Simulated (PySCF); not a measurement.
Species: C6H7O2S (charge -1).
SMILES with atom numbers: `[CH3:1][O:2][CH2:3][c:4]1[cH:5][cH:6][s:7][c:8]1[O-:9]`

Cartesian coordinates in Å at the GFN2-xTB level; atoms count from 1:
```xyz
16
C6H7O2S angstrom
C      2.109   -0.619   -0.482
O      1.851    0.133    0.670
C      0.760    1.052    0.489
C     -0.548    0.419    0.152
C     -1.346   -0.288    1.080
C     -2.486   -0.804    0.570
S     -2.658   -0.446   -1.129
C     -1.046    0.468   -1.143
O     -0.629    0.986   -2.178
H      2.412    0.029   -1.317
H      1.223   -1.182   -0.795
H      2.919   -1.309   -0.239
H      0.714    1.584    1.446
H      1.028    1.760   -0.311
H     -1.059   -0.399    2.116
H     -3.252   -1.375    1.060
```

NICS = −σ at a ghost point: NICS(0) at the centroid of the ring atoms, NICS(1) 1 Å to either side along the normal of their mean plane, zz for the tensor component along that normal. Level: GIAO PBE0/pcSseg-1 (PySCF, non-relativistic, gas phase) on the GFN2-xTB geometry, one conformer.

Ring bond lengths (Å), with Mayer bond orders in brackets: C4–C5 1.414 (1.22), C5–C6 1.351 (1.61), C6–S7 1.745 (1.06), S7–C8 1.853 (0.94), C8–C4 1.389 (1.30).

Task: What do the NICS probes read (ppm)?

Result: 
```
          ring                                               type  NICS(0)  NICS(1), two faces  NICS(1)zz, two faces  rms pucker (Å)  centre to ring atoms, mean (Å)
C4–C5–C6–S7–C8  5-membered ring with S; formal bonds all aromatic     -9.1         -6.9 / -6.6         -13.7 / -12.8            0.00                            1.31
```

Task: What do they say, and how far can they be read as aromaticity?

Result: 
- C4–C5–C6–S7–C8: mean NICS(1)zz -13.3 ppm, shielded.

Task: How equal are the bonds by HOMA? HOMA = 1 − mean of α(R − Ropt)² over the ring bonds, with Krygowski's 1993 parameters (CC: Ropt 1.388 Å, α 257.7 Å⁻²; CS: Ropt 1.677 Å, α 94.09 Å⁻²).

Result: 
- C4–C5–C6–S7–C8: HOMA 0.22; the largest term is that of S7–C8, α(R − Ropt)² = 2.92.

Task: At the first NICS(1) probe listed for ring C4–C5–C6–S7–C8, 1 Å off the ring, what do the in-plane components average?

Result: The isotropic value is a third of the trace: (3 × -6.9 − (-13.7))/2 = -3.5 ppm.

Task: What are the shieldings of the ring atoms and their hydrogens in the same run (means over atoms taken as equivalent)?

Result: 
| atoms | environment | σ isotropic (ppm) |
| --- | --- | --- |
| C4 | substituted aromatic carbon | 94.5 |
| C5 | aromatic CH carbon | 57.3 |
| C6 | aromatic CH next to a ring sulfur | 91.7 |
| S7 | thiophene-type sulfur | 335.1 |
| C8 | aromatic carbon bearing oxygen | -0.9 |
| H15 | aromatic hydrogen | 25.58 |
| H16 | aromatic hydrogen | 27.06 |
